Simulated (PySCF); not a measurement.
PySCF job for C5H5Cl, SMILES ClC1=CC=CC1, PBE/pcSseg-1. Coordinates come from a ωB97X-D3(BJ)/def2-SVP optimisation. The values are those of a single conformer.

```python
import numpy as np
from pyscf import gto, scf, dft
from pyscf.prop.nmr import rks as nmr

mol = gto.M(
    atom='''
    Cl   -0.00085693    2.00485228   -0.00000000
    C    -0.06945208    0.28643830    0.00000000
    C    -1.17284046   -0.48595879    0.00000000
    C    -0.73727943   -1.89447384    0.00000000
    C     0.61022911   -1.95447087    0.00000000
    C     1.17291683   -0.55838131    0.00000000
    H    -2.20473972   -0.13265119   -0.00000000
    H    -1.42013766   -2.74696878   -0.00000001
    H     1.22263806   -2.85787755   -0.00000001
    H     1.79768163   -0.35195606    0.88686778
    H     1.79768163   -0.35195605   -0.88686779
    ''',
    basis='pcSseg-1',
    charge=0,
    spin=0,
    max_memory=1600,
    verbose=3,
)
mf = dft.RKS(mol, xc='pbe')
mf.grids.level = 3
mf.conv_tol = 1e-10
mf.max_cycle = 100
mf.kernel()
n = nmr.NMR(mf)
n.verbose = 2
n.max_cycle_cphf = 60
sigma = n.kernel()
print('atom   isotropic/ppm   span/ppm')
for i, s in enumerate(sigma):
    w = np.linalg.eigvalsh((s + s.T) / 2)
    print(f'{mol.atom_symbol(i):2s}{i + 1:3d} {w.mean():14.3f} {w[2] - w[0]:11.3f}')
```

It prints:

```
converged SCF energy = -653.223662701175
atom   isotropic/ppm   span/ppm
Cl  1        714.137     478.912
C   2         31.671     151.861
C   3         45.891     175.213
C   4         40.536     192.992
C   5         44.608     196.138
C   6        128.957      33.940
H   7         24.803       5.752
H   8         24.587       2.994
H   9         24.874       1.716
H  10         28.182       9.163
H  11         28.182       9.163
```

The calculation finished and met its thresholds.

Cost: very roughly 22 core-seconds.
